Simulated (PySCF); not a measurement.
# Dipole response of Ni²⁺ (nickel, charge +2)

[Ar] 3d7 4s1, high-spin 5F determinant (an excited configuration). Calculation: PySCF 2.14, in aug-cc-pwCVTZ-DK (10s9p7d4f3g, 127 functions); the spin-free X2C one-electron Hamiltonian (Gaussian nucleus). Coupled (time-dependent) response in atomic units; α is the mean over directions.

| method | mean α (bohr³) | C₆ (like pair) | S(−4) |
| --- | --- | --- | --- |
| PBE0 | 12.98 | 45.10 | 146.5 |

S(−4) is the Cauchy moment in α(ω) = α(0) + S(−4) ω² + …

α(iu) at PBE0:

```
u (hartree)  α(iu) (bohr³)
          0          12.98
     0.0500          12.62
      0.100          11.68
      0.200          9.133
      0.300          6.911
      0.500          4.293
      0.750          2.831
       1.00          2.111
       1.50          1.401
       2.00          1.039
       3.00         0.6590
       5.00         0.3432
```

A single London oscillator, α(iu) = α/(1 + u²/ω²), gives C₆ = (3/4) ω α². Matching the computed C₆ needs ω = 4 × 45.10 / (3 × 12.98²) = 0.357 hartree.

For an ion, C₆ is the dispersion term alone; charge-induced terms of lower order in 1/R come first.
